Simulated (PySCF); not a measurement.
**Towards the basis-set limit for GaN**

State: ³Σ⁻, triplet, unpaired electrons π ↑↑. De refers to Ga + N. ROHF-based CCSD(T) in PySCF 2.14 with Ga cc-pwCVDZ-PP with ECP10, N aug-cc-pVDZ and Ga cc-pwCVTZ-PP with ECP10, N aug-cc-pVTZ (frozen core orbitals: 5; scalar-relativistic core potentials). Correlation energies are extrapolated as n⁻³ (n = 2, 3), Hartree–Fock as (n+1)·exp(−9√n). CV is the change on freezing 4 orbitals instead, in Ga cc-pwCVTZ-PP with ECP10, N cc-pwCVTZ.

```
         Level  Re (Å)  ωe (cm⁻¹)  ωexe (cm⁻¹)  αe (cm⁻¹)  De (eV)
    CCSD(T)/DZ  2.0187        474          n/a    0.00361    1.763
    CCSD(T)/TZ  1.9967      503.5         3.29    0.00344    2.014
        HF/CBS  1.9733      553.8         2.99    0.00313    0.626
       MP2/CBS  1.9750      528.5         2.91    0.00322    2.021
      CCSD/CBS  1.9840      522.6         3.15    0.00329    1.979
   CCSD(T)/CBS  1.9911      511.0         3.25    0.00337    2.110
CCSD(T)/CBS+CV  1.9899      511.6         3.25    0.00338    2.113
```

Question: How much is left between CCSD(T)/TZ and the basis-set limit, and how much do the triples give at the limit?

Answer: CCSD(T)/CBS less CCSD(T)/TZ: -5.6 mÅ in Re, +7.5 cm⁻¹ in ωe and +0.096 eV in De. CCSD(T)/CBS less CCSD/CBS: +7.1 mÅ in Re, -11.6 cm⁻¹ in ωe and +0.131 eV in De.

Question: What do the later terms add?

Answer: CV: -1.2 mÅ in Re, +0.6 cm⁻¹ in ωe and +0.003 eV in De, each against the row above.

The T1 diagnostic is 0.023. The state was picked by a PBE0 search and need not be the measured ground state. Spin–orbit coupling, excitations beyond (T) and corrections to the Born–Oppenheimer picture are left out.

The whole job (state search and all basis sets along the bond) took about 51 min on 4 threads of Arm Neoverse V1 (shared host), peak memory 11 GiB.
